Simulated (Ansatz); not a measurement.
Breaking the C3–H4 bond in C2H3B (SMILES BC#C) (multiplicity 1 held, fragments rigid). Energies count from the point at 1.064 Å.
Geometry at that point (charge 0, multiplicity 1):
```xyz
6

B     -1.19336    -0.05181    -0.71503
C      0.09243     0.00401     0.05538
C      1.12929     0.04903     0.67664
H      2.04114     0.08862     1.22300
H     -1.95464     0.86080    -0.66658
H     -1.44998    -1.00862    -1.37338
```

R- and RO- levels are restricted; in cc, def2 and unpolarised 6-31G sets they are followed outwards from rest. Unrestricted levels (U-) break spin symmetry where that is lower. Curves can end on different states.

Cores are frozen in the correlated methods.

Codes used: Ansatz (a quantum-chemistry and plane-wave program) with Gaussian orbitals. 

Energies in kcal/mol.

| R (Å) | R-SCS-MP2/cc-pVDZ | U-SCS-MP2/cc-pVDZ | R-CCSD/cc-pVDZ | U-CCSD/cc-pVDZ | U-CCSD(T)/cc-pVDZ |
|---|---|---|---|---|---|
| 0.851 | 37.6 | 37.6 | 37.7 | 37.7 | 38.0 |
| 0.957 | 8.4 | 8.4 | 8.5 | 8.5 | 8.6 |
| 1.064 | 0.0 | 0.0 | 0.0 | 0.0 | 0.0 |
| 1.170 | 3.2 | 3.2 | 3.1 | 3.1 | 3.0 |
| 1.276 | 12.8 | 12.8 | 12.6 | 12.6 | 12.2 |
| 1.436 | 32.5 | 32.5 | 31.9 | 31.9 | 31.2 |
| 1.596 | 53.9 | 60.6 | 52.7 | 53.0 | 51.9 |
| 1.862 | 87.0 | 113.9 | 83.9 | 86.4 | 84.6 |
| 2.127 | 113.4 | 134.0 | 107.3 | 110.6 | 108.8 |
| 2.447 | 135.6 | 142.6 | 125.1 | 124.9 | 124.8 |
| 2.872 | 151.0 | 145.9 | 136.2 | 129.9 | 130.6 |
| 3.404 | 152.4 | 146.7 | 140.6 | 131.0 | 131.8 |

Doubts at one or more of the structures used: a restricted determinant that unrestricted orbitals would lower (R-SCS-MP2/cc-pVDZ, R-CCSD/cc-pVDZ); a spin-contaminated determinant (U-SCS-MP2/cc-pVDZ, U-CCSD/cc-pVDZ, U-CCSD(T)/cc-pVDZ); other coupled-cluster roots lie near (R-CCSD/cc-pVDZ); T1 above 0.05 (R-CCSD/cc-pVDZ, U-CCSD/cc-pVDZ, U-CCSD(T)/cc-pVDZ); the program's own flag: large difference (U-CCSD/cc-pVDZ, U-CCSD(T)/cc-pVDZ).
